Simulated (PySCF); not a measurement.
LuSF, singlet: structure and spectrum

These are results of PBE0/[Lu def2-SVP with ECP28, S def2-SVP, F def2-SVP], scalar-relativistic core potentials, density fitting, no spin–orbit coupling, PySCF, not measurements.

The structure is a minimum.

* Point group: Cs
* Bond lengths: Lu–F 1.926 Å, Lu–S 2.270 Å
* Bond angles: F–Lu–S 114.6°
* Entropy at 298.15 K and 1 bar: 301.4 J/(mol K)
* Rotational symmetry number: 1
* Highest occupied level: -5.96 eV
* Enthalpy at 298.15 K above 0 K: 12.73 kJ/mol
* Heat capacity Cp at 298.15 K: 51.0 J/(mol K)
* Zero-point energy: 7.3 kJ/mol
* Principal quadrupole moments (Buckingham, traceless) about the centre of mass: -15.61, 5.21, 10.41 D Å
* Lowest empty level: -3.01 eV
* Principal polarisabilities: 40.4, 42.2, 84.0 bohr³
* Dipole moment: 7.66 D
* Rotational constants: 0.3916, 0.09762, 0.07814 cm⁻¹

Harmonic modes (masses in u: Lu 174.941, S 31.972, F 18.998):
| symmetry | ω (cm⁻¹) | IR (km/mol) | type |
| --- | --- | --- | --- |
| a' | 133 | 8.1 | bend |
| a' | 463 | 36.2 | stretch |
| a' | 623 | 94.7 | stretch |

Charges (e):
| atom | Mulliken | Löwdin | polar tensor | Mayer order to Lu1 |
| --- | --- | --- | --- | --- |
| Lu1 | 0.84 | 0.26 | 1.43 | – |
| S2 | -0.40 | -0.07 | -0.75 | 2.32 |
| F3 | -0.44 | -0.19 | -0.68 | 0.99 |

Mulliken populations on Lu1 (electrons outside its core potential): s 4.45, p 12.37, d 11.30, f 14.04.

Outer orbital energies (eV). occupied: -13.75, -13.72, -11.13, -10.86, -10.82, -6.73, -6.17, -5.96; empty: -3.01, -1.22, -1.11, -0.19.

Formally Lu is in oxidation state +3, d0. The polar-tensor charge on Lu, 1.43, is far below the formal one.

This need not be the most stable arrangement of these atoms.

The final relaxation and frequency run took of the order of 5 core-minutes on a shared host.
